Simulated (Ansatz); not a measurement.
The same path of FH3OSi + H4OSi (12 atoms, charge 0, multiplicity 1) was run 3 times with different band settings. Lost on the way: Si1–F2, H6–O7. Made: Si1–O7, F2–H6.

Level of theory: RKS PBE0-D4/def2-SVP in Ansatz 0.2.0.

Relaxed end points:

```xyz
12
Properties=species:S:1:pos:R:3
Si -2.197 0.290 -0.561
F -1.223 -0.519 -1.616
H -3.428 0.685 -1.285
H -2.463 -0.687 0.529
O -1.412 1.644 -0.079
H 0.552 -0.197 -0.850
O 0.927 0.230 -0.064
Si 2.160 -0.564 0.749
H -0.488 1.463 0.173
H 2.476 0.285 1.928
H 1.727 -1.922 1.194
H 3.368 -0.707 -0.118
```

```xyz
12
Properties=species:S:1:pos:R:3
Si -1.151 0.608 -0.303
F -1.215 -2.236 -1.373
H -1.168 0.908 -1.751
H -2.410 0.017 0.216
O -0.778 2.034 0.457
H -0.584 -1.843 -0.803
O 0.076 -0.501 0.025
Si 1.693 -0.302 0.441
H -0.939 2.094 1.403
H 1.797 0.256 1.820
H 2.314 -1.653 0.390
H 2.366 0.616 -0.522
```

Common settings: spring 5.0 eV/Å²; optimiser quadratic models (default); start path through a guess of the saddle point; force threshold 0.05 eV/Å; iteration limit 60; end points relaxed.

| run | movable images | climbing image |
| --- | --- | --- |
| 1 | 5 | yes |
| 2 | 3 | no |
| 3 | 1 | no |

(1) What does each run give, and how far can it be trusted?

Answers

(1) Run 1: converged after 30 iterations, highest image 1.075 eV above the first end. A vibrational analysis at the climbing image gives one clearly imaginary mode, 573i cm⁻¹: a first-order saddle point.
Run 2: converged after 19 iterations, highest image 0.511 eV above the first end. No image climbed, so the highest image needn't sit at the top of the path. A band with more images between the same ends climbed to 1.08 eV, so this one has probably stepped over the top. So few images can step over the top or miss a turn of the path.
Run 3: converged after 21 iterations, highest image 0.393 eV above the first end. The highest image is an end point: on this band no image between the ends rises above it. So few images can step over the top or miss a turn of the path.
The orbitals stay closed-shell, which can raise the energy where a bond breaks towards radicals; this wasn't checked here.
